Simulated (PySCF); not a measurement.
A structure optimised at PBE0-D3(BJ)/def2-SVP, used in a PySCF frequency run:

```
C
O 1 1.1936
O 1 1.3256 2 126.25
H 3 0.9704 1 107.57 2 0.00
C 1 1.5400 2 123.63 3 180.00
F 5 1.3190 1 110.17 2 0.00
F 5 1.3300 6 108.91 1 120.96
F 5 1.3300 6 108.91 7 118.08
```
Charge 0, spin multiplicity 1.

**Question.** Write its SMILES, formula and point group.

**Answer.** O=C(O)C(F)(F)F, C2HF3O2, Cs

**Question.** What are its rotational constants (standard atomic weights)?

**Answer.** 3.8952, 2.5169, 2.0877 GHz
